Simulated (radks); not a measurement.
Results of a calculation; reference values are marked as such.
Problem. Valence configurations of the manganese ion Mn2+ (all share [Ar]). Level of theory: non-relativistic Kohn-Sham, LDA (Slater exchange, Perdew-Wang correlation), spin-polarised, spherical densities, point nucleus; open shells are filled with parallel spins first (a radial shooting solver on a logarithmic mesh with Libxc functionals). Order these by energy: 3d4 4p1; 3d2.5 4s0.5 4p2; 3d3 4p2; 3d5; 3d4 4s1; 3d4.5 4s0.5; 3d1 4s2 4p2; 3d1.5 4s1.5 4p2; 3d2 4p3; 3d4.5 4p0.5.

Solution. From the lowest, in eV above it: 3d5 0.000; 3d4.5 4s0.5 3.547; 3d4.5 4p0.5 6.452; 3d4 4s1 7.969; 3d4 4p1 13.996; 3d3 4p2 32.937; 3d2.5 4s0.5 4p2 41.119; 3d2 4p3 57.618; 3d1.5 4s1.5 4p2 62.893; 3d1 4s2 4p2 76.358. NIST lists [Ar] 3d5 as the ground configuration; this level of theory agrees among the configurations tried. The energies are those of spherical high-spin densities, not of single terms.
